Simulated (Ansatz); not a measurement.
Input for Ansatz (a first-principles code): U-CCSD(T)/def2-TZVPP on CoO, 2S+1 = 6, a spin state set in the input, which need not be the lowest, a point of a bond scan (R = 1.640 Å).

Ansatz 0.2 input:
```yaml
crystal:
  periodic: [false, false, false]
  atoms:
    - {symbol: Co, position_ang: [0.00000000, 0.00000000, 0.00000000]}
    - {symbol: O, position_ang: [0.00000000, 0.00000000, 1.63989700]}
basis:
  gaussian:
    orbitals: def2-TZVPP
magnetization: {spin_polarized: true, initial_magnetization: 5}
correlation: {method: ccsd_t, electrons: valence}
output: {orbitals: {seedname: ./end}}
```

The log:

```
WARN ansatz: RAYON_NUM_THREADS=1 ignored (pool sized by the plan → 1); use --threads N
Functional definition: HF
integrals: 0.15 GiB planned
660 factors; integrals over basis functions are off by at most 1.1e-3 eV
mean field: 0.24 GiB planned
mean field evaluation 1: about -39621.1897 eV, gradient 2.5e1 eV
mean field evaluation 2: about -39621.1990 eV, gradient 2.5e1 eV
mean field evaluation 4: about -39623.8006 eV, gradient 1.2e1 eV
mean field evaluation 8: about -39624.4408 eV, gradient 5.2e-1 eV
mean field evaluation 16: about -39624.4606 eV, gradient 5.3e-2 eV
mean field evaluation 32: about -39624.4607 eV, gradient 4.0e-6 eV
mean field evaluation 64: about -39616.7790 eV, gradient 1.8e1 eV
mean field evaluation 96: about -39621.3736 eV, gradient 1.4e-1 eV
mean field evaluation 128: about -39621.3616 eV, gradient 6.3e0 eV
mean field evaluation 160: about -39626.1898 eV, gradient 3.2e-1 eV
mean field evaluation 192: about -39621.4224 eV, gradient 1.2e0 eV
mean field evaluation 224: about -39626.1941 eV, gradient 2.4e-1 eV
mean field evaluation 256: about -39625.8890 eV, gradient 2.7e0 eV
mean field evaluation 288: about -39624.4609 eV, gradient 5.6e0 eV
mean field evaluation 320: about -39626.0520 eV, gradient 7.2e-1 eV
mean field evaluation 352: about -39613.6125 eV, gradient 5.0e-1 eV
mean field evaluation 384: about -39620.3688 eV, gradient 4.1e1 eV
mean field evaluation 416: about -39625.3912 eV, gradient 5.2e-3 eV
mean field evaluation 448: about -39624.7946 eV, gradient 2.9e-1 eV
mean field evaluation 480: about -39625.3406 eV, gradient 7.8e-1 eV
mean field evaluation 512: about -39625.1281 eV, gradient 4.3e-1 eV
mean field evaluation 544: about -39625.3452 eV, gradient 3.5e-1 eV
mean field evaluation 576: about -39625.3493 eV, gradient 1.1e-3 eV
mean field evaluation 608: about -39625.3492 eV, gradient 2.2e-2 eV
mean field evaluation 640: about -39624.2051 eV, gradient 2.8e0 eV
mean field evaluation 672: about -39624.5819 eV, gradient 1.4e0 eV
mean field evaluation 704: about -39624.1568 eV, gradient 4.6e0 eV
mean field evaluation 736: about -39623.5427 eV, gradient 2.3e0 eV
mean field evaluation 768: about -39624.7193 eV, gradient 1.1e-1 eV
mean field evaluation 800: about -39621.6042 eV, gradient 3.5e-4 eV
mean field evaluation 832: about -39621.4243 eV, gradient 1.4e-4 eV
mean field evaluation 864: about -39620.5088 eV, gradient 2.1e1 eV
mean field evaluation 896: about -39625.1311 eV, gradient 4.8e-2 eV
mean field evaluation 928: about -39624.6299 eV, gradient 1.2e0 eV
mean field evaluation 960: about -39624.7994 eV, gradient 6.7e-2 eV
mean field evaluation 992: about -39624.9198 eV, gradient 2.8e0 eV
mean field evaluation 1024: about -39625.3911 eV, gradient 2.0e-2 eV
mean field evaluation 1056: about -39625.3912 eV, gradient 8.5e-3 eV
mean field evaluation 1088: about -39624.7148 eV, gradient 9.7e-2 eV
mean field evaluation 1120: about -39624.7139 eV, gradient 1.7e-4 eV
mean field evaluation 1152: about -39625.3475 eV, gradient 5.0e-3 eV
mean field evaluation 1184: about -39623.8571 eV, gradient 1.1e0 eV
mean field evaluation 1216: about -39625.3475 eV, gradient 3.8e-4 eV
mean field evaluation 1248: about -39624.3987 eV, gradient 1.7e-1 eV
mean field evaluation 1280: about -39620.1887 eV, gradient 1.2e1 eV
mean field evaluation 1312: about -39624.7886 eV, gradient 6.6e-1 eV
mean field evaluation 1344: about -39625.3472 eV, gradient 1.4e-1 eV
mean field evaluation 1376: about -39625.2974 eV, gradient 1.4e0 eV
mean field evaluation 1408: about -39625.4689 eV, gradient 1.1e-1 eV
mean field evaluation 1440: about -39623.8258 eV, gradient 4.6e-2 eV
mean field -39626.19457440 eV, -1456.2357910097 hartree, gradient 6.4e-6 eV, S^2 8.767115; 33 other end points of the search recorded, 0 dependent functions left out
determinant -39626.19457440 eV, -1456.2357910097 hartree, with singles and doubles -39647.39284492 eV, -1457.0148130825 hartree
determinant -39625.46907143 eV, -1456.2091292676 hartree, with singles and doubles -39646.98471044 eV, -1456.9998144171 hartree
determinant -39625.39120764 eV, -1456.2062678258 hartree, with singles and doubles -39645.92947526 eV, -1456.9610352397 hartree
determinant -39625.34930933 eV, -1456.2047280913 hartree, with singles and doubles -39646.04959603 eV, -1456.9654495966 hartree
determinant -39625.34751909 eV, -1456.2046623012 hartree, with singles and doubles -39646.04434588 eV, -1456.9652566572 hartree
determinant -39625.13074617 eV, -1456.1966960435 hartree, with singles and doubles -39645.80406899 eV, -1456.9564266443 hartree
determinant -39625.11106258 eV, -1456.1959726850 hartree, with singles and doubles -39646.11940435 eV, -1456.9680150048 hartree
determinant -39624.79946247 eV, -1456.1845215922 hartree, with singles and doubles -39645.37412902 eV, -1456.9406266417 hartree
determinant -39624.71392233 eV, -1456.1813780499 hartree, with singles and doubles -39645.84757434 eV, -1456.9580254364 hartree
determinant -39624.46072120 eV, -1456.1720730800 hartree, with singles and doubles -39647.58874639 eV, -1457.0220123289 hartree
determinant -39624.39911603 eV, -1456.1698091316 hartree, with singles and doubles -39645.03361341 eV, -1456.9281129238 hartree
determinant -39623.83344988 eV, -1456.1490212842 hartree, with singles and doubles -39644.89394677 eV, -1456.9229802697 hartree
determinant -39623.66603382 eV, -1456.1428688574 hartree, with singles and doubles -39644.11831687 eV, -1456.8944763965 hartree
determinant -39621.60417786 eV, -1456.0670970484 hartree, with singles and doubles -39642.21030433 eV, -1456.8243582288 hartree
determinant -39621.42253555 eV, -1456.0604218167 hartree, with singles and doubles -39642.14343651 eV, -1456.8219008819 hartree
determinant -39621.37386474 eV, -1456.0586331972 hartree, with singles and doubles -39641.95613972 eV, -1456.8150178519 hartree
determinant -39626.19457440 eV, -1456.2357910097 hartree, with singles and doubles -39647.59417087 eV, -1457.0222116750 hartree
determinant -39624.46072120 eV, -1456.1720730800 hartree, with singles and doubles -39647.64170930 eV, -1457.0239586801 hartree
6 core orbitals not correlated
reference -39624.46072120 eV, -1456.1720730800 hartree; 14, 9 occupied and 75, 80 virtual orbitals, 660 factors
second order -23.96329769 eV of doubles, -0.00000000 eV of singles
coupled cluster: 0.54 GiB planned
cycle   1  -23.18098070 eV  change    7.4e-6 eV  update   4.5e-6
perturbative correction -1.06121649 eV, -0.0389989866 hartree
Total energy: -39648.70291839 eV, -1457.0629573947 hartree
```

The calculation finished and met its thresholds. Its determinant has ⟨S²⟩ = 8.87, a mixture of spin states.

Cost: very roughly 4 core-minutes.
